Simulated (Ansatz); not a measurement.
Isomers of C$_{2}$H$_{5}$FSi$_{2}$, relaxed with PBE0-D4/def2-TZVP in Ansatz; electronic energies, one conformer each and not always the lowest. Functionals use def2-TZVPP; CBS adds triple-zeta CCSD(T) − MP2 to the MP2 limit of def2-TZVPP and def2-QZVPP.

(1) Order them by energy at frozen-core CCSD(T)/CBS, lowest first. (Best estimate.)
A. `F[SiH2]C1=C[SiH2]1`
B. `F[SiH]1C=C[SiH2]1`
C. `FC1=C[SiH2][SiH2]1`

(2) How do B3LYP, MP2/CBS(def2), PBE-D4, B2PLYP place them (kcal/mol, against `F[SiH]1C=C[SiH2]1`)? (Estimate.)

Results:

(1) B (0.0 kcal/mol), A (18.2 kcal/mol), C (47.0 kcal/mol).

(2) Ansatz gave: 
```tsv
isomer	B3LYP	MP2/CBS(def2)	PBE-D4	B2PLYP
`F[SiH2]C1=C[SiH2]1`	17.2	16.7	20.4	17.2
`FC1=C[SiH2][SiH2]1`	44.4	49.2	40.6	46.0
```

B3LYP here is the variant with VWN-RPA as its local correlation; programs differ in this.
